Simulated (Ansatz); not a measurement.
Start from `FC1C=NC1` and change one atom or group to get `F[SiH2]C1C=NC1`.

Ansatz, PBE0-D4/def2-TZVP geometries, multiplicity 1. Each molecule was computed in one conformer, which needn't be the lowest.

| property | `FC1C=NC1` |
| --- | --- |
| HOMO–LUMO gap (PBE0/def2-TZVPP) / eV | 7.01 |
| size of the dipole moment (PBE/def2-TZVPP) / D | 1.31 |
| HOMO–LUMO gap (ωB97M-V/def2-TZVPP) / eV | 11.69 |
| HOMO energy (PBE0/def2-TZVPP) / eV | -7.87 |
| HOMO energy (ωB97M-V/def2-TZVPP) / eV | -10.28 |
| HOMO energy (B3LYP/def2-TZVPP) / eV | -7.64 |

**Question.** Give the same properties after the change, and the shifts. (Estimate.)

**Answer.** Ansatz gave: 
```json
{"property": "HOMO–LUMO gap (PBE0/def2-TZVPP) / eV", "`F[SiH2]C1C=NC1`": "7.16", "shift": "0.15"}
{"property": "size of the dipole moment (PBE/def2-TZVPP) / D", "`F[SiH2]C1C=NC1`": "1.70", "shift": "0.39"}
{"property": "HOMO–LUMO gap (ωB97M-V/def2-TZVPP) / eV", "`F[SiH2]C1C=NC1`": "11.59", "shift": "-0.10"}
{"property": "HOMO energy (PBE0/def2-TZVPP) / eV", "`F[SiH2]C1C=NC1`": "-7.64", "shift": "0.23"}
{"property": "HOMO energy (ωB97M-V/def2-TZVPP) / eV", "`F[SiH2]C1C=NC1`": "-10.01", "shift": "0.27"}
{"property": "HOMO energy (B3LYP/def2-TZVPP) / eV", "`F[SiH2]C1C=NC1`": "-7.41", "shift": "0.23"}
```

With PBE0 the HOMO rises by 0.23 eV and the LUMO rises by 0.38 eV, so the gap widens by about 0.15 eV. PBE moves the HOMO by 0.15 eV and ωB97M-V by 0.27 eV. Dipoles are sizes alone; their direction can turn.

B3LYP here is the variant with VWN-RPA as its local correlation; programs differ in this.
